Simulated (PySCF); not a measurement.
**Correlation energy of As⁺ (arsenic, charge +1)**

[Ar] 3d10 4s2 4p2, high-spin 3P determinant. All numbers are calculated (PySCF 2.14, scalar relativity by spin-free X2C-1e, in x2c-SVPall). Frozen: [Ar] 3d10; 4 electrons correlated.

MP2 pair energies summed by pair of shells (mhartree):

```csv
pair,energy,share (%)
4s-4p,-26.14,59.7
4s-4s,-13.25,30.3
4p-4p,-4.41,10.1
```

Total MP2 correlation energy: -43.81 mhartree.

Same-spin part -7.22 and opposite-spin part -36.59 mhartree; SCS-MP2 scales them by 1/3 and 6/5 to -46.31 mhartree.

| level | correlation energy (mhartree) |
| --- | --- |
| CCSD | -60.18 |
| (T) | -0.74 |
| CCSD(T) | -60.92 |

Diagnostics: T1 = 0.0066, D1 = 0.0184, largest double amplitude 0.095.

Q: Is a single reference adequate?

A: Mostly. T1 lies below 0.03, but a double amplitude of this size points to a near-degeneracy that CCSD handles and MP2 describes poorly.
